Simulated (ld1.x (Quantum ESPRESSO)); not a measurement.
Pseudopotential generation for Au (Z = 79): ultrasoft, LDA (PZ), scalar-relativistic.

| Quantity | Value |
| --- | --- |
| Element | Au |
| Generator | ld1.x (Quantum ESPRESSO) 7.5 |
| Type | ultrasoft |
| Functional | LDA (PZ) |
| Relativity | scalar-relativistic |
| Frozen core | [Kr] 4d10 4f14 |
| Valence charge | 19 |
| Reference configuration | 5s2 5p6 5d9 6s2 6p0 |
| Partial waves | 5s (bound): rcut 1.40, rcutus 1.80 bohr; 6s (bound): rcut 1.40, rcutus 1.80 bohr; 5p (bound): rcut 1.40, rcutus 1.65 bohr; 6p (bound, empty): rcut 1.40, rcutus 1.65 bohr; 5d (bound): rcut 1.75, rcutus 2.90 bohr; 5d channel at 2.6 Ry: rcut 1.75, rcutus 2.90 bohr |
| Local potential | all-electron potential smoothed inside 1.40 bohr (lloc = -2) |
| Core correction | none |
| Augmentation charge | built from norm-conserving waves at rcut, not smoothed further |

All-electron outer shells of the reference configuration (LDA (PZ), scalar-relativistic, ld1.x):

| shell | level (eV) | outermost node (bohr) | outermost maximum (bohr) |
| --- | --- | --- | --- |
| 4d | -328.87 | 0.20 | 0.41 |
| 5s | -111.65 | 0.48 | 0.84 |
| 4f | -84.58 | – | 0.37 |
| 5p | -62.77 | 0.52 | 0.94 |
| 5d | -9.16 | 0.56 | 1.20 |
| 6s | -6.96 | 1.11 | 2.27 |
| 6p | -1.25 | 1.31 | 3.30 |

Task: Is the overlap operator S = 1 + Σ q|β⟩⟨β| positive definite (Bessel basis up to 400 Ry)?

Result: No: its lowest eigenvalue is -0.107, in the p channel, so the generalised eigenproblem breaks down once the basis is large enough.

Task: Tests: 5s2 5p6 5d10 6s1 6p0; 5s2 5p6 5d10 6s0 6p0; 5s2 5p6 5d9 6s0 6p0; 5s2 5p6 5d10 6s0.5 6p0; 5s2 5p6 5d8 6s0 6p0; 5s2 5p5 5d10 6s1 6p0; 5s1 5p6 5d10 6s1 6p0. Which has the largest error in its energy relative to the reference configuration, and how large is it?

Result: 5s2 5p6 5d9 6s0 6p0, with +6398 meV (all-electron minus pseudo) on +29.67 eV.

A Bessel basis up to 400 Ry misses an occupied level by 1.45 Ry, so cutoffs and ghosts were not judged. Its overlap operator is not positive definite in a basis up to 400 Ry (lowest eigenvalue p -0.11), so the file is unfit for use: the generalised eigenproblem breaks down once the basis is large enough, and its test numbers describe a broken file. The potential misses its own reference levels by up to 3.4 eV, so it is not fit for use.
